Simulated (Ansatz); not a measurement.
Coupled-cluster run, C4H7Al (`CC1=[CH][AlH][CH2]1`).

```yaml
crystal:
  periodic: [false, false, false]
  atoms:
    - {symbol: C, position_ang: [-1.330867, -0.497592, 0.886417]}
    - {symbol: C, position_ang: [-0.065300, -0.024797, 0.249353]}
    - {symbol: C, position_ang: [1.036233, 0.441579, 0.888878]}
    - {symbol: Al, position_ang: [1.831514, 0.692573, -0.822348]}
    - {symbol: C, position_ang: [0.067227, -0.042089, -1.273130]}
    - {symbol: H, position_ang: [-2.179778, 0.089843, 0.521375]}
    - {symbol: H, position_ang: [-1.295136, -0.429695, 1.974803]}
    - {symbol: H, position_ang: [-1.531221, -1.535725, 0.601403]}
    - {symbol: H, position_ang: [1.086827, 0.508843, 1.970178]}
    - {symbol: H, position_ang: [3.167498, 1.213034, -1.508044]}
    - {symbol: H, position_ang: [-0.023793, -1.050681, -1.688122]}
    - {symbol: H, position_ang: [-0.686305, 0.579508, -1.766563]}
basis:
  gaussian: {orbitals: def2-TZVPP}
correlation: {method: ccsd_t}
output: {orbitals: {seedname: orbitals}}
```

```sh
$ ansatz run in.yaml --threads 4 --pin off --events-out ev --progress --plain --max-ram 10444MiB
```

Log, shortened:

```
Functional definition: HF
1549 factors; integrals over basis functions are off by at most 1.2e-3 eV
mean field evaluation 1: about -10810.9662 eV, gradient 4.1e1 eV
mean field evaluation 2: about -10811.1968 eV, gradient 4.1e1 eV
mean field evaluation 4: about -10816.0045 eV, gradient 4.6e0 eV
mean field evaluation 8: about -10816.0899 eV, gradient 3.1e-1 eV
mean field -10816.09037555 eV, -397.4839898920 hartree, gradient 3.2e-6 eV, S^2 0.000000; 0 other end points of the search recorded, 0 dependent functions left out
9 core orbitals not correlated: weight in the atoms' cores, before any rotation towards them, 1.000 or more for the frozen orbitals, at most 0.000 for the correlated occupied ones
reference -10816.09037555 eV, -397.4839898920 hartree; 13, 13 occupied and 242, 242 virtual orbitals, 1549 factors
second order -20.05925599 eV of doubles, -0.00000000 eV of singles
cycle   1  -20.55581986 eV  change   -5.0e-1 eV  update   9.8e-2
cycle   2  -21.10071779 eV  change   -5.4e-1 eV  update   2.9e-2
cycle   3  -21.19697998 eV  change   -9.6e-2 eV  update   1.3e-2
cycle   4  -21.19201270 eV  change    5.0e-3 eV  update   3.7e-3
cycle   5  -21.19286318 eV  change   -8.5e-4 eV  update   1.6e-3
cycle   6  -21.19285759 eV  change    5.6e-6 eV  update   5.7e-4
cycle   7  -21.19270539 eV  change    1.5e-4 eV  update   2.1e-4
cycle   8  -21.19275734 eV  change   -5.2e-5 eV  update   8.6e-5
cycle   9  -21.19277668 eV  change   -1.9e-5 eV  update   2.4e-5
perturbative correction -0.97061765 eV, -0.0356695408 hartree
Total energy: -10838.25376988 eV, -398.2984796107 hartree
```

Hardware: 4 threads of an AMD EPYC 7B13 on a shared host. Wall time 95 s, peak host memory 6.4 GiB.

Correlation energy per correlated electron: -0.852 eV. T1 diagnostic: 0.0112.
